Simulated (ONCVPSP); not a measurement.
**strontium: excitation energies, all-electron against ONCV**

strontium (Sr), optimised norm-conserving Vanderbilt (ONCV), made with ONCVPSP 4.0.1 (PBE, scalar-relativistic). Core [Ar] 3d10 4s2, reference 4p6 5s1.75 5p0.25. Waves: 5s: rc 4.00 bohr, ncon 4, nbas 6, qcut 1.3 1/bohr, 1 projector; 4p+5p: rc 2.55 bohr, ncon 4, nbas 8, qcut 6.6 1/bohr, 2 projectors; d scattering state at 0.41 Ha: rc 4.20 bohr, ncon 4, nbas 8, qcut 2.2 1/bohr, 2 projectors, debl 2.3 Ha. Local part: polynomial inside 2.45 bohr (lpopt 5, dvloc0 0 Ha). Core correction: Teter function fitted to the true core (icmod 2), fcfact 0.45.

In the d channel the program set the typed energies aside and used -0.056, 2.244 Ha.

Energies are relative to the spin-unpolarised reference configuration 4p6 5s1.75 5p0.25; without spin polarisation the order of configurations can differ from experiment.

```
valence configuration  charge  ΔE all-electron (eV)  error AE − PS (meV)
          4p6 5s2 5p0       0                -0.564                 -0.1
          4p6 5s0 5p0      +2                16.327                  +20
```

(1) What are ΔE and the potential's error for 4p6 5s1 5p0?

(2) What are ΔE and the potential's error for 4p6 4d1 5s0 5p0?

Levels in the configuration 4p6 5s0 5p0:

```csv
level,all-electron (eV),pseudo (eV)
4p,-36.517,-36.420
```

Note: ghosts flagged at negative energy: s at -13.9 eV; no localised positive-energy state flagged. A true bound ghost makes a file unfit for plane-wave use.

Results:

(1) ΔE = 5.321 eV all-electron; the error (AE − PS) is -1.0 meV.

(2) ΔE = 7.085 eV all-electron; the error (AE − PS) is +91 meV.
